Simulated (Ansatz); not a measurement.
`O[Si]1(F)[AlH][SiH2]1` from Hartree–Fock to CCSD(T)

Cartesian coordinates in Å:
```
O -2.1292 -0.3696 0.8009
Si -0.6890 -0.6260 0.0563
F -0.6436 -2.2101 -0.2245
Al 0.2469 1.1846 -1.2562
Si 1.1546 0.5349 0.8188
H -2.5279 -1.1198 1.2470
H 0.5260 2.0197 -2.5776
H 2.3515 0.5253 1.7272
H 1.7107 0.0609 -0.5919
```

Charge 0, multiplicity 1. All single points use the PBE0-D4/def2-TZVP geometry. It is one conformer, not always the lowest. Frozen core, restricted reference, the Gaussian-basis code of Ansatz. CBS rows extrapolate triple and quadruple zeta; past MP2 they add the triple-zeta difference.

```
     basis     HF (Eh)  MP2 corr.  CCSD corr.       (T)  CCSD(T) total
  def2-SVP  -996.03868          ?           ?  -0.01833              ?
def2-TZVPP  -996.56699   -0.80521    -0.84270  -0.03331     -997.44300
def2-QZVPP           ?          ?           –         –              –
 CBS(def2)  -996.60445   -0.92476    -0.96226     as TZ     -997.60002
```

Q: Fill in the withheld values. (An estimate is asked.)

A: Computed: def2-SVP MP2 corr.: -0.62267; def2-SVP CCSD corr.: -0.66607; def2-SVP CCSD(T) total: -996.72308; def2-QZVPP HF (Eh): -996.59991; def2-QZVPP MP2 corr.: -0.87389.
